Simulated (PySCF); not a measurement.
Compound: C3H9AlO.
Bonds: C1–C2, C2–Al3, Al3–O4, O4–C5. Hydrogens: H6, H7, H8 on C1; H9, H10 on C2; H11 on Al3; H12, H13, H14 on C5.

Theory: PBE0-D3(BJ)/def2-SVP geometry optimisation, gas phase (PySCF 2.14.0).

Q: What internal coordinates does the optimisation give?

A: 
```json
{"bond": "C1–C2", "length (Å)": "1.529"}
{"bond": "C2–Al3", "length (Å)": "1.955"}
{"bond": "Al3–O4", "length (Å)": "1.703"}
{"bond": "O4–C5", "length (Å)": "1.387"}
{"bond": "C1–H6, C1–H7, C1–H8", "length (Å)": "1.102"}
{"bond": "C2–H9, C2–H10", "length (Å)": "1.106"}
{"bond": "Al3–H11", "length (Å)": "1.594"}
{"bond": "C5–H12, C5–H13, C5–H14", "length (Å)": "1.106"}
```

Bonds in one row agree within 0.01 Å and their mean is given. A selection of angles:
```json
{"angle": "C2–C1–H6", "degrees": "112.3"}
{"angle": "H6–C1–H7", "degrees": "107.0"}
{"angle": "H7–C1–H8", "degrees": "106.5"}
{"angle": "C1–C2–Al3", "degrees": "116.2"}
{"angle": "C1–C2–H9", "degrees": "110.6"}
{"angle": "Al3–C2–H9", "degrees": "107.2"}
{"angle": "H9–C2–H10", "degrees": "104.2"}
{"angle": "C2–Al3–O4", "degrees": "117.3"}
{"angle": "C2–Al3–H11", "degrees": "124.8"}
{"angle": "O4–Al3–H11", "degrees": "117.9"}
{"angle": "Al3–O4–C5", "degrees": "138.3"}
{"angle": "O4–C5–H12", "degrees": "110.8"}
{"angle": "O4–C5–H14", "degrees": "113.1"}
{"angle": "H12–C5–H13", "degrees": "107.0"}
```

Dihedral angles: C1–C2–Al3–O4 179° (antiperiplanar); C2–Al3–O4–C5 179° (antiperiplanar).

Al3 (aluminium bonded to C, O and H) is planar (angles 124.8°, 117.9° and 117.3°, sum 360.0°, 0.00 Å off the plane of its three neighbours). The 5 heavy atoms lie in one plane (0.004 Å rms).

Not checked by PBE0-D3(BJ)/def2-SVP frequencies. One conformer, not necessarily the lowest.
